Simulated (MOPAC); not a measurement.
A run for MOPAC: PM6 on CS+, 2S+1 = 2, a spin state set in the input, which need not be the lowest, a point of a bond scan (R = 1.450 Å). Charge +1.

```
PM6 1SCF PRECISE CHARGE=1 UHF MS=0.5 THREADS=1
CS

C      0.00000000 1     0.00000000 1     0.00000000 1
S      0.00000000 1     0.00000000 1     1.44953100 1
```

Program output:

```
*******************************************************************************
 **                                                                           **
 **                              MOPAC v23.2.5                                **
 **                                                                           **
 *******************************************************************************
 ** MOPAC's Digital Object Identifier: https://doi.org/10.5281/zenodo.6511958 **
 **                                                                           **
 ** Please cite the open-source release paper for use of this MOPAC version:  **
 ** J. E. Moussa and J. J. P. Stewart (2026)                                  **
 ** MOPAC: An open-source semiempirical molecular orbital program             **
 ** J. Open Source Softw., 11(119), 8025, https://doi.org/10.21105/joss.08025 **
 *******************************************************************************

                              PM6 CALCULATION RESULTS

 *******************************************************************************
 *  PM6        - The PM6 Hamiltonian to be used
 *  UHF        - UNRESTRICTED HARTREE-FOCK CALCULATION
 *
 *
 *
 *                 CHARGE ON SYSTEM = +1
 *
 *
 *
 *  MS=        - IN MECI, MAGNETIC COMPONENT OF SPIN =  0.5
 *  PRECISE    - TIGHTER CRITERIA TO BE USED
 *  1SCF       - DO 1 SCF AND THEN STOP
 *  THREADS=1  - MULTI-THREADING NOT USED
 *  T=         - A TIME OF 172800.0 SECONDS REQUESTED
 *  DUMP=N     - RESTART FILE WRITTEN EVERY 7200.0 SECONDS REQUESTED
 *******************************************************************************
PM6 1SCF PRECISE CHARGE=1 UHF MS=0.5 THREADS=1
 CS

   ATOM   CHEMICAL          X               Y               Z
  NUMBER   SYMBOL      (ANGSTROMS)     (ANGSTROMS)     (ANGSTROMS)

     1       C          0.00000000  *   0.00000000  *   0.00000000  *
     2       S          0.00000000  *   0.00000000  *   1.44953100  *



          CARTESIAN COORDINATES

    NO.       ATOM           X           Y           Z

     1         C          0.0000      0.0000      0.0000
     2         S          0.0000      0.0000      1.4495

 General Reference for PM6:
 "Optimization of Parameters for Semiempirical Methods V: Modification of NDDO Approximations
 and Application to 70 Elements", J. J. P. Stewart, J. Mol. Mod., 13, 1173-1213 (2007)
 URL: https://link.springer.com/article/10.1007/s00894-007-0233-4

           Empirical Formula: C S  =     2 atoms



      MOLECULAR POINT GROUP   :   C*v


          UHF CALCULATION, NO. OF ALPHA ELECTRONS =    5
                           NO. OF BETA  ELECTRONS =    4

 -------------------------------------------------------------------------------
 PM6 1SCF PRECISE CHARGE=1 UHF MS=0.5 THREADS=1
 CS



     1SCF WAS SPECIFIED, SO BFGS WAS NOT USED
     SCF FIELD WAS ACHIEVED


                              PM6 CALCULATION
                                                       MOPAC v23.2.5 Linux




          FINAL HEAT OF FORMATION =        312.14411 KCAL/MOL =    1306.01098 KJ/MOL


          COSMO AREA              =         73.43 SQUARE ANGSTROMS
          COSMO VOLUME            =         57.11 CUBIC ANGSTROMS

          IONIZATION POTENTIAL    =         18.201188 EV
          ALPHA SOMO LUMO (EV)    =        -18.201 -7.571
          BETA  SOMO LUMO (EV)    =        -18.465 -8.614
          NO. OF ALPHA ELECTRONS  =          5
          NO. OF BETA  ELECTRONS  =          4
          MOLECULAR WEIGHT        =         44.0710         POINT GROUP:  C*v

          MOLECULAR DIMENSIONS (Angstroms)

            Atom       Atom       Distance
            S     2    C     1     1.44953
            S     2    C     1     0.00000
            C     1    S     2     0.00000


          SCF CALCULATIONS        =          1





   ATOM   CHEMICAL          X               Y               Z
  NUMBER   SYMBOL      (ANGSTROMS)     (ANGSTROMS)     (ANGSTROMS)

     1       C          0.00000000  *   0.00000000  *   0.00000000  *
     2       S          0.00000000  *   0.00000000  *   1.44953100  *

                             CARTESIAN COORDINATES

   1    C        0.000000000     0.000000000     0.000000000
   2    S        0.000000000     0.000000000     1.449531000


           Empirical Formula: C S  =     2 atoms



      MOLECULAR POINT GROUP   :   C*v


          ALPHA EIGENVALUES
 -37.16269 -23.70906 -18.82485 -18.82485 -18.20119  -7.57086  -7.57086  -6.68301
  -4.78116  -4.78116  -4.42828  -4.42828  -3.02188


           BETA EIGENVALUES
 -37.21328 -22.00478 -18.46538 -18.46538  -8.61358  -7.10982  -7.10982  -6.15229
  -4.43563  -4.43563  -4.37990  -4.37990  -2.79229


              NET ATOMIC CHARGES AND DIPOLE CONTRIBUTIONS

  ATOM NO.   TYPE          CHARGE      No. of ELECS.   s-Pop       p-Pop       d-Pop
    1          C           0.390178        3.6098     1.44279     2.16703
    2          S           0.609822        5.3902     1.91336     3.20273     0.27409
 DIPOLE           X         Y         Z       TOTAL
 POINT-CHG.     0.000     0.000    -0.819     0.819
 HYBRID         0.000    -0.000     1.957     1.957
 SUM            0.000    -0.000     1.138     1.138


          ATOMIC ORBITAL ELECTRON POPULATIONS

     Atom    s        px        py        pz      x^2-y^2     xz        z^2       yz        xy
    1  C   1.44279   0.71808   0.71808   0.73088
    2  S   1.91336   1.18790   1.18790   0.82692   0.00000   0.09402   0.08606   0.09402   0.00000


                    (SZ)    =    0.500000
                    (S**2)  =    0.781453


          ATOMIC ORBITAL SPIN POPULATIONS

    Atom   Total    s     px     py     pz   x^2-y^2  xz     z^2    yz     xy
         Atomic
    1  C  1.0193  0.216  0.109  0.109  0.585
    2  S -0.0193  0.003 -0.117 -0.117  0.167  0.000  0.008  0.029  0.008  0.000

 **********************
 *                    *
 * JOB ENDED NORMALLY *
 *                    *
 **********************




 == MOPAC DONE ==
```

The run finished.

Cost: very roughly 0.020 core-seconds.
